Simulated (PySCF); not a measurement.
## Ionisation energy of V by level of theory

V [Ar] 3d3 4s2 [3d3/2^3, M_J = 3/2] → V⁺ [Ar] 3d4 [3d3/2^4, M_J = 0], as a difference of total energies. All numbers are calculated (PySCF 2.14, the two-component X2C-1e Hamiltonian, in x2c-TZVPall-2c with one added diffuse shell each of s, p, d type (7s8p5d1f, 63 functions)). Correlated levels: [Ne] frozen; the 6 highest virtual spinors dropped. "Screened" scales the spin-orbit matrix elements by Boettger's factors to mimic the two-electron term; Breit and QED terms are absent.

| method | ionisation energy (eV) | error (eV) |
| --- | --- | --- |
| GHF (spin-free) | 6.088 | -0.658 |
| GMP2 (spin-free) | 6.444 | -0.302 |
| GHF (screened spin-orbit) | 6.102 | -0.644 |
| GMP2 (screened spin-orbit) | 6.458 | -0.288 |

Reference: 6.746 eV (measured; NIST Atomic Spectra Database, ionization energies).

Errors of the correlated levels include the incompleteness of this basis and the frozen core.

The labels give the starting determinants; with spin-orbit coupling the two ends relaxed to ⟨J²⟩ = 6.70, ⟨L²⟩ = 12.01, ⟨S²⟩ = 3.76 and ⟨J²⟩ = 3.96, ⟨L²⟩ = 6.01, ⟨S²⟩ = 6.00.

MP2 underrates the near-degeneracy of ns² with np² in the lower species.

The determinant of V and of V⁺ mixes levels of different J (the jj label is only the starting occupation), so the difference between spin-free and spin-orbit rows is not the physical spin-orbit shift.
